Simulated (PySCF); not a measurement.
C₉H₆N₄, SMILES C1=CC2=NC=CC3=NC=NC(=C1)N23.

Geometry: B3LYP-D3(BJ)/def2-SVP.

The numbers are results of PBE/def2-SVP in PySCF, not measurements.

Symmetry labels are those of the subgroup Cs that the program uses (full group Cs).

Task: List the valence orbital energies around the gap with their symmetry. (Estimate from the structure and the level; the computed values follow.)

Result: 
| orbital | symmetry | energy (eV) |
|---|---|---|
| HOMO−7 | A' | -9.32 |
| HOMO−6 | A" | -8.57 |
| HOMO−5 | A" | -7.74 |
| HOMO−4 | A' | -7.29 |
| HOMO−3 | A" | -7.28 |
| HOMO−2 | A' | -6.42 |
| HOMO−1 | A' | -5.93 |
| HOMO | A" | -4.90 |
| LUMO | A" | -3.10 |
| LUMO+1 | A" | -2.08 |
| LUMO+2 | A" | -1.85 |
| LUMO+3 | A" | 0.73 |
